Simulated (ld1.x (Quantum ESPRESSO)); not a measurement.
**An all-electron radial function and its pseudo partner (Zr (Z = 40))**

Columns: radius, all-electron u(r) and pseudo u(r) of the 4p shell (level -32.46 eV) of zirconium in the configuration [Ar] 3d10 4s2 4p6 4d2 5s2 5p0; PBE, scalar-relativistic, TM scheme, ld1.x (Quantum ESPRESSO) 7.5.

```tsv
r (bohr)	all-electron	pseudo
0.128	0.2051	0.0251
0.255	-0.3734	0.0974
0.382	-0.4650	0.2101
0.510	-0.1672	0.3533
0.638	0.2252	0.5117
0.765	0.5572	0.6662
0.893	0.7884	0.8005
1.020	0.9174	0.8961
1.148	0.9651	0.9440
1.275	0.9533	0.9422
1.402	0.9031	0.8997
1.530	0.8301	0.8297
1.658	0.7466	0.7466
1.785	0.6613	0.6613
1.912	0.5785	0.5785
2.040	0.5008	0.5008
2.168	0.4303	0.4303
2.295	0.3680	0.3680
2.422	0.3132	0.3132
2.550	0.2653	0.2653
2.678	0.2240	0.2240
2.805	0.1889	0.1889
2.932	0.1589	0.1589
3.060	0.1333	0.1333
3.188	0.1116	0.1116
3.315	0.0934	0.0934
```

Task: How many radial nodes do the two functions have?

Result: The all-electron 4p function has n − l − 1 = 2; the pseudo-wave has 0, since the states of the same l below it are removed with the core.

Task: At about which radius was the pseudo-wave matched?

Result: 1.75 bohr. The columns agree to 0.0005 from 1.53 bohr on; several derivatives are matched, so the curves merge somewhat inside the radius.

Task: Where does each function peak?

Result: Outermost all-electron maximum near 1.15 bohr, pseudo maximum near 1.15 bohr (to the table’s step).

Task: Is the pseudo-wave norm-conserving?

Result: Yes: the TM scheme keeps the norm inside the radius equal to the all-electron one, which fixes the energy derivative of the logarithmic derivative at the level.
